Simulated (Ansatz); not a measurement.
System: CHCl, charge 0, multiplicity 1. 
Coordinates optimised at B3LYP-D3(BJ)/def2-TZVP (Ansatz, a first-principles code):
```
C
H 1 1.1091
Cl 1 1.6972 2 102.31
```

Basis-set convergence of Hartree-Fock and MP2 correlation energies (hartree) with Ansatz. Cores are frozen in the correlated levels unless marked. No spin-orbit coupling. Non-relativistic.

The Hartree-Fock reference is unstable (checked in the largest basis), which strains HF and MP2. 

| basis | functions | E(HF) | E(corr, MP2) |
|---|---|---|---|
| aug-cc-pV(D+d)Z | 64 | -497.83513 | -0.26602 |
| aug-cc-pV(T+d)Z | 124 | -497.85636 | -0.33369 |
| aug-cc-pV(Q+d)Z | 215 | -497.86173 | -0.35873 |

Extrapolating the two largest sets (X = 3 and 4) as X^-3: E(corr) = (64·(-0.35873) - 27·(-0.33369))/37 = -0.3770 Eh, an estimate of the basis-set limit. The largest set recovers 95.2 % of it, the smallest 70.6 %.
